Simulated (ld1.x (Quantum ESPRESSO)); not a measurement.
## What one change does to a pseudopotential (carbon (C), TM)

| Property | Result |
| --- | --- |
| Element | C |
| Generator | ld1.x (Quantum ESPRESSO) 7.5 |
| Type | norm-conserving Troullier–Martins (Kleinman–Bylander form) |
| Functional | PBE |
| Relativity | scalar-relativistic |
| Frozen core | [He] |
| Valence charge | 4 |
| Reference configuration | 2s2 2p2 |
| Partial waves | 2s (bound): rc 1.25 bohr; 2p (bound): rc 2.70 bohr |
| Local potential | all-electron potential smoothed inside 1.10 bohr (lloc = -1) |
| Core correction | none |

Change: wave 2s (bound): rc 1.25 bohr becomes 2s (bound): rc 0.82 bohr.

Cutoffs: the cutoffs (Ry, on a coarse ladder) from which the occupation-weighted sum of valence levels, in a spherical-Bessel basis at the reference potential, stays within 10 and 1 mRy of its value at 400 Ry; they do not see the model core or the augmentation charge, which bear on the density cutoff. Errors are all-electron minus pseudo energies relative to the spin-unpolarised reference configuration.

Predict the effect on cutoff, ghosts and configuration errors.

The potential gets harder (35 Ry and 80 Ry → 90 Ry and 200 Ry); of the 7 tests that both files solve, the error grows in 0 and shrinks in 2 by more than 15 % and 0.3 meV (median size 88.2 → 87.7 meV); neither file shows a bound ghost. A smaller radius makes the pseudo-wave follow the all-electron one further in, where it bends more sharply, so more plane waves are needed.

| quantity | base | changed |
| --- | --- | --- |
| cutoff, loose | 35 Ry | 90 Ry |
| cutoff, tight | 80 Ry | 200 Ry |
| loose cutoff by channel (10 mRy a level) | s 30 Ry, p 15 Ry | s 70 Ry, p 15 Ry |
| bound ghosts | none | none |
| error for 2s2 2p1, meV [ΔE 10.86 eV] | +88 | +88 |
| error for 2s2 2p0, meV [ΔE 35.02 eV] | +785 | +779 |
| error for 2s1 2p0, meV [ΔE 83.21 eV] | +1520 | +1519 |
| error for 2s2 2p2.3, meV [ΔE -1.16 eV] | +1.2 | +1.2 |
| error for 2s1 2p3, meV [ΔE 8.48 eV] | -12 | -7.1 |
| error for 2s1 2p2, meV [ΔE 19.62 eV] | -94 | -92 |
| error for 2s0 2p4, meV [ΔE 16.98 eV] | -54 | -29 |
| s: phases at 2.94 bohr within 0.05 rad from the reference energy up to (Ry; the scan ends near 5) | to the end of the scan | to the end of the scan |
| p: phases at 2.94 bohr within 0.05 rad from the reference energy up to (Ry; the scan ends near 5) | 0.9 | 0.9 |
